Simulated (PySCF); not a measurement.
# Polarisability and C₆ of Ti²⁺ (titanium, charge +2)

[Ar] 3d2, high-spin 3F determinant. Computed with PySCF 2.14 in def2-QZVPPD, with the non-relativistic Hamiltonian (point nucleus). Coupled (time-dependent) response in atomic units; α is the mean over directions.

```csv
method,mean α (bohr³),C₆ (like pair),S(−4)
BHandHLYP,4.484,13.53,14.65
```

S(−4) is the Cauchy moment in α(ω) = α(0) + S(−4) ω² + …

α(iu) at BHandHLYP:

```
u (hartree)  α(iu) (bohr³)
          0          4.484
     0.0500          4.448
      0.100          4.348
      0.200          4.028
      0.300          3.668
      0.500          3.052
      0.750          2.485
       1.00          2.058
       1.50          1.455
       2.00          1.065
       3.00         0.6254
       5.00         0.2844
```

A single London oscillator, α(iu) = α/(1 + u²/ω²), gives C₆ = (3/4) ω α². Matching the computed C₆ needs ω = 4 × 13.53 / (3 × 4.484²) = 0.897 hartree.

For an ion, C₆ is the dispersion term alone; charge-induced terms of lower order in 1/R come first.
